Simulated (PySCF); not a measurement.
## Working with the constants of Te2

UHF-CCSD(T) constants of Te2, ³Σg⁻ (triplet), unpaired electrons π ↑↑ (Te def2-SVP with ECP28; scalar-relativistic core potentials (PySCF 2.14); masses 129.9062 and 129.9062 u):

| Quantity | Value |
| --- | --- |
| ωe | 244.7 cm⁻¹ |
| ωexe | 0.462 cm⁻¹ |
| Be | 0.038221 cm⁻¹ |
| αe | 9.11e-05 cm⁻¹ |
| D (centrifugal) | 3.73e-09 cm⁻¹ |
| De to Te + Te | 2.34 eV |

Question: Give the vibrational terms G(v) and spacings up to v = 6.

Answer: G(v) = ωe(v+½) − ωexe(v+½)².

| v | G(v) (cm⁻¹) | G(v) − G(v−1) | Bv (cm⁻¹) |
| --- | --- | --- | --- |
| 0 | 122.2 |  | 0.03818 |
| 1 | 366.0 | 243.8 | 0.03808 |
| 2 | 608.9 | 242.9 | 0.03799 |
| 3 | 850.8 | 241.9 | 0.03790 |
| 4 | 1091.8 | 241.0 | 0.03781 |
| 5 | 1331.9 | 240.1 | 0.03772 |
| 6 | 1571.0 | 239.2 | 0.03763 |

Question: How well does the Morse estimate ωe²/(4ωexe) reproduce De, and what is D0?

Answer: It gives 4.02 eV, 172 % of the computed De. D0 = De − G(0) = 2.34 − 0.02 = 2.32 eV.

Correlated steps freeze 8 core orbitals. Correlated levels converge slowly with the basis: in double zeta they bind strong bonds too weakly, by up to about 1 eV, and carry superposition errors of some tenths. These are scalar-relativistic numbers at best; spin–orbit coupling would shift them, the dissociation energy most. The state was picked by a PBE0 search and need not be the measured ground state.
